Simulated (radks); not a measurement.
Values are calculated unless marked as measured or tabulated.
Problem. The cadmium ion Cd41+, 7 electrons, occupied as [He] 2s2 2p3. Level of theory: non-relativistic Kohn-Sham, LDA (Slater exchange, Perdew-Wang correlation), spin-polarised, spherical densities, point nucleus; open shells are filled with parallel spins first (spin-orbit coupling, left out, can overturn this in heavy ions); relativity is left out, which matters for an element this heavy (a radial shooting solver on a logarithmic mesh with Libxc functionals). Some entries of the table are withheld. Estimate them.

orbital  occ.  eigenvalue (eV)  r(max) (bohr)  <r> (bohr)
1s up       1        -28828.47        0.02099     0.03167
1s down     1        -28792.20        0.02098     0.03164
2s up       1        -6512.652         0.1136         (1)
2s down     1        -6459.391         0.1139         (2)
2p up       3              (3)        0.08827         (4)
2p down     0              (5)        0.08855         (6)

Solution. 
(1) 2s up <r> (bohr): 0.1315
(2) 2s down <r> (bohr): 0.1320
(3) 2p up eigenvalue (eV): -6356.834
(4) 2p up <r> (bohr): 0.1113
(5) 2p down eigenvalue (eV): -6290.833
(6) 2p down <r> (bohr): 0.1118
